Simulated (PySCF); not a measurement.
The vertical singlet excitations below were computed for one of the candidates. Theory: PySCF 2.14.0, density-fitted response routines, TDDFT PBE0/def2-SVPD, vertical, gas phase, core orbitals frozen in the response. Geometries: GFN2-xTB, one conformer each.

```
state  E (eV)       f  main configurations (H = HOMO, L = LUMO)
   S1    5.43  0.0025                                 H→L (98%)
   S2    6.99   0.038                               H→L+1 (95%)
   S3    7.82   0.051                  H→L+2 (67%), H-1→L (25%)
   S4    7.92   0.031     H→L+3 (43%), H-1→L (28%), H→L+4 (10%)
   S5    8.13   0.029   H-1→L+1 (52%), H→L+3 (18%), H→L+2 (13%)
   S6    8.24   0.060   H-1→L+1 (41%), H-1→L (21%), H→L+3 (16%)
```

**Question.** Which structure fits?
A. `[H]/N=C(\C)CCC(F)(F)F`
B. `C#CC1=CC=C(C#N)C=C1`
C. `C#CC(C#C)/N=C/CF`

**Answer.** A. Its S1, at 5.43 eV, is the highest among the candidates; the nearest of the others has S1 at 5.06 eV. S1 is HOMO→LUMO (98%). Löwdin shares by element: HOMO nitrogen 59%, carbon 20% or more, hydrogen 8% or more; LUMO carbon 48% or more, nitrogen 31% (atoms not listed hold the other 21%). At the same level the other candidates give, for their lowest levels:
- `C#CC(C#C)/N=C/CF`: 5.06 eV (f 0.000); 5.95 eV (f 0.003); 6.19 eV (f 0.001); 6.39 eV (f 0.090); 6.42 eV (f 0.009); T1 4.28 eV; HOMO -7.89, LUMO -0.95 eV
- `C#Cc1ccc(C#N)cc1`: 4.84 eV (f 0.558); 4.91 eV (f 0.004); 5.06 eV (f 0.000); 6.03 eV (f 0.195); 6.18 eV (f 0.000); T1 3.20 eV; HOMO -7.45, LUMO -2.17 eV

The values belong to the conformer `[H]/[N:3]=[C:2](\[CH3:1])[CH2:4][CH2:5][C:6]([F:7])([F:8])[F:9]`: C1–C2–C4–C5 148°, C2–C4–C5–C6 -80°, C4–C5–C6–F7 55°.
Triplets come from the Tamm–Dancoff approximation.
